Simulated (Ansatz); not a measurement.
Gas-phase electronic energies from Ansatz, PBE0-D4/def2-TZVP geometries. CBS: MP2 limit from def2 TZ/QZ plus the TZ coupled-cluster correction, frozen cores. Functionals use def2-TZVPP. For Ge outer-core shells are correlated without core-valence functions, which leaves a few kJ/mol of doubt a bond. Scalar relativity is left out up to krypton. One conformer a species, not always the lowest.

Consider the isomerisation: `[OH][GeH2][SiH2]S` → `O[SiH](S)[GeH3]`.

```json
{"level": "PBE0", "ΔE (eV)": "-0.73"}
{"level": "CCSD(T)/def2-TZVPP", "ΔE (eV)": "-0.71"}
{"level": "HF/CBS(def2)", "ΔE (eV)": "-0.74"}
{"level": "MP2/CBS(def2)", "ΔE (eV)": "-0.74"}
```

(1) What does CCSD(T)/CBS give? (Best estimate.)

Largest T1 diagnostic among the species: 0.012.

Answers

(1) Ansatz gave: -0.74 eV. The listed levels differ from it by 0.01, 0.03, 0.00, 0.00 eV.
